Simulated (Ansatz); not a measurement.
Reaction (homolysis of the O–Si bond): `C[Si](O)(O)F` → `[OH]`• + `C[Si](O)F`•

Program: Ansatz. Geometries: PBE0-D4/def2-TZVP. ΔE: electronic, gas phase. CCSD(T)/CBS adds triple-zeta CCSD(T) − MP2 to the extrapolated MP2 energy (def2 sets, frozen cores). This one scheme is used for every species. Functionals use def2-TZVPP. No spin–orbit coupling; open shells (•) take unrestricted orbitals. One conformer a species, not always the lowest.

| species | PBE-D4 energy (Eh) |
| --- | --- |
| `C[Si](O)(O)F` | -580.78110 |
| `[OH]`• | -75.68338 |
| `C[Si](O)F`• | -504.88188 |

Problem. Work out ΔE.

Solution. ΔE = (-75.68338) + (-504.88188) − (-580.78110) = 0.21584 Eh = +566.7 kJ/mol. CCSD(T)/CBS gives +594.6 kJ/mol.

Largest T1 diagnostic among the species: 0.013.

In def2-TZVPP, CCSD(T) changes the Hartree–Fock value by +129.3 kJ/mol (the triples alone add +8.2 kJ/mol) and MP2 by +157.2 kJ/mol; breaking electron pairs costs correlation energy, which Hartree–Fock lacks. From BLYP to BHLYP (50 % exact exchange), in def2-TZVPP and without D4, ΔE moves by +8.5 kJ/mol. Leaving LDA and LC-ωPBE aside and taking each functional with its dispersion term where it has one, the values, not all of them listed here, spread over 44.2 kJ/mol, from revPBE-D4 to ωB97M-V. LDA lies +90.9 kJ/mol from PBE without D4, its usual overbinding.
